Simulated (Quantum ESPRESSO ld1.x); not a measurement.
Values are calculated unless marked as measured or tabulated.
Question: All-electron atom: Pr24+ in [Ar] 3d10 4s2 4p5 (the NIST ground configuration). Code: ld1.x of Quantum ESPRESSO 7.5. Model: Dirac Kohn-Sham, relativistic LDA (MacDonald-Vosko exchange, VWN5 correlation), spin-unpolarised, spherical densities, point nucleus; open shells are shared between the two j in proportion to 2j + 1. Some entries of the table are withheld. Estimate them.

orbital     occ.  eigenvalue (eV)  <r> (bohr)  <r^2> (bohr^2)
1s1/2          2         -42265.5     0.02419       0.0007956
2s1/2          2              (1)      0.1028         0.01253
2p1/2          2         -7069.73     0.08619        0.009157
2p3/2          4         -6591.83     0.09245         0.01040
3s1/2          2         -2148.74      0.2703         0.08354
3p1/2          2              (2)      0.2594             (3)
3p3/2          4              (4)      0.2712             (5)
3d3/2          4         -1635.00      0.2413         0.06843
3d5/2          6         -1613.70      0.2450         0.07039
4s1/2          2              (6)      0.5695          0.3642
4p1/2    1.66667              (7)      0.5731             (8)
4p3/2    3.33333              (9)      0.5915            (10)

Answer: 
(1) 2s1/2 eigenvalue (eV): -7427.05
(2) 3p1/2 eigenvalue (eV): -1996.58
(3) 3p1/2 <r^2> (bohr^2): 0.07813
(4) 3p3/2 eigenvalue (eV): -1899.54
(5) 3p3/2 <r^2> (bohr^2): 0.08517
(6) 4s1/2 eigenvalue (eV): -911.544
(7) 4p1/2 eigenvalue (eV): -850.749
(8) 4p1/2 <r^2> (bohr^2): 0.3712
(9) 4p3/2 eigenvalue (eV): -823.489
(10) 4p3/2 <r^2> (bohr^2): 0.3951
